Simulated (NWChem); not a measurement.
System: InSiH$_{5}$; SMILES [InH2][SiH3]

Input file for NWChem:

```
start job
memory heap 200 mb stack 900 mb global 1100 mb
geometry units angstroms noautoz
  In    -0.010766     0.697095     0.002667
  H      1.498330     1.561763    -0.006579
  H     -1.491699     1.608180    -0.009261
  Si    -0.016533    -1.891786     0.012009
  H      0.488021    -2.407464    -1.302584
  H     -1.378280    -2.472666     0.233397
  H      0.890430    -2.430011     1.076463
end
basis spherical
  * library def2-svp
end
ecp
  In library def2-ecp
end
dft
  xc xcamb88 1.00 lyp 0.81 vwn_5 0.19 hfexch 1.00
  cam 0.33 cam_alpha 0.19 cam_beta 0.46
  iterations 150
end
tddft
  cis
  nroots 6
  notriplet
end
task tddft energy
```

Geometry: optimised at PBE0/def2-SVP. def2 effective core potentials on In; no spin-orbit coupling.

Vertical excitations in the gas phase.

Q: Give the results of this calculation. (CAM-B3LYP/def2-SVP with def2 effective core potentials on In, TDA.) Quantities: lowest excitation, singlet (eV); oscillator strength of that lowest state; lowest state with f > 0.02, singlet (eV); oscillator strength of that bright state; orbital gap (eV).

A: The lowest excitation, singlet (eV) comes out as 4.02. The oscillator strength of that lowest state is 0.003 and the lowest state with f > 0.02, singlet (eV) comes out as 7.00. The oscillator strength of that bright state comes out as 0.165 and the orbital gap (eV) is 7.30.
